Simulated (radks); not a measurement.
Values are calculated unless marked as measured or tabulated.
Effect of the nuclear size on neutral gold, [Xe] 4f14 5d10 6s1. Level of theory: Dirac Kohn-Sham, relativistic LDA (MacDonald-Vosko exchange, VWN5 correlation), spin-unpolarised, spherical densities, finite nucleus; Fermi nuclear charge, rms radius 5.4371 fm (a radial shooting solver on a logarithmic mesh with Libxc functionals). The rms radius is varied about that value; shifts are against it.

| rms radius (fm) | total energy shift (eV) | density at nucleus (e/bohr^3) | 1s1/2 shift (meV) | 2s1/2 shift (meV) | 4p1/2 shift (meV) | 5s1/2 shift (meV) | 6s1/2 shift (meV) | 6p1/2 (empty) shift (meV) |
|---|---|---|---|---|---|---|---|---|
| 4.4856 | -30.9 | 2.279e+06 | -12300 | -1820 | -1.92 | -20.6 | -1.52 | 0.197 |
| 5.0565 | -12.8 | 2.173e+06 | -5100 | -753 | -0.800 | -8.54 | -0.629 | 0.082 |
| 5.4371 | 0 | 2.111e+06 | 0.000 | 0.000 | 0.000 | 0.000 | 0.000 | 0.000 |
| 5.9645 | 18.6 | 2.034e+06 | 7430 | 1100 | 1.17 | 12.4 | 0.916 | -0.119 |
| 6.617 | 43.1 | 1.951e+06 | 17200 | 2540 | 2.73 | 28.8 | 2.12 | -0.275 |

Slopes of the eigenvalues against <r^2> in GHz/fm^2, as finite differences over the two radii next to the reference (eigenvalue slopes, not the field-shift constants of lines): 1s1/2 303000, 2s1/2 44700, 4p1/2 47.7, 5s1/2 507, 6s1/2 37.3, 6p1/2 (empty) -4.85.
